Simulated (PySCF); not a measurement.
A structure optimised at B3LYP-D3(BJ)/def2-TZVP, used in a PySCF frequency run:

```xyz
4

Al     0.0000     0.0000     0.4283
H      0.0000     0.0000     1.9817
F      0.0000    -1.4088    -0.4194
F      0.0000     1.4088    -0.4194
```
Charge 0, spin multiplicity 1.

Task: Write its SMILES, formula and point group.

Result: [F][AlH][F], AlF2H, C2v

Task: What are its rotational constants (standard atomic weights)?

Result: 32.589, 6.7014, 5.5584 GHz
